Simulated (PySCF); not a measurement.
Hf(Cl)3(OH)(OH2) (Cl3H3HfO2), SMILES [OH][Hf](<-[OH2])([Cl])([Cl])[Cl], multiplicity 1. Atoms are numbered in the order given.

```xyz
9

Hf     0.0241     0.1715     0.0000
Cl     2.3251    -0.3341     0.0000
Cl    -0.5193    -0.8007     2.1240
Cl    -0.5193    -0.8007    -2.1240
O      0.0257     2.0622     0.0000
H      0.2128     2.9999     0.0000
O     -2.3242     0.1880     0.0000
H     -2.7153    -0.2219     0.7847
H     -2.7153    -0.2219    -0.7847
```

Coordinates come from a PBE0-D3(BJ)/def2-SVP optimisation. The multiplicity is an assumed one; other spin states were not compared. The def2 effective core potentials stand for the cores of Hf; spin–orbit coupling is left out. The values are those of a single conformer.

All values below come from ωB97X/def2-TZVP run with PySCF.

ESP charges are fitted to the potential on shells at 1.4 to 2.0 van der Waals radii. Atomic charges (e):

```json
[
 {"atom": "Hf1", "ESP fit": "0.75", "Mulliken": "1.34"},
 {"atom": "Cl2", "ESP fit": "-0.25", "Mulliken": "-0.35"},
 {"atom": "Cl3", "ESP fit": "-0.28", "Mulliken": "-0.42"},
 {"atom": "Cl4", "ESP fit": "-0.28", "Mulliken": "-0.42"},
 {"atom": "O5", "ESP fit": "-0.54", "Mulliken": "-0.66"},
 {"atom": "H6", "ESP fit": "0.41", "Mulliken": "0.35"},
 {"atom": "O7", "ESP fit": "-0.61", "Mulliken": "-0.61"},
 {"atom": "H8", "ESP fit": "0.40", "Mulliken": "0.38"},
 {"atom": "H9", "ESP fit": "0.40", "Mulliken": "0.38"}
]
```
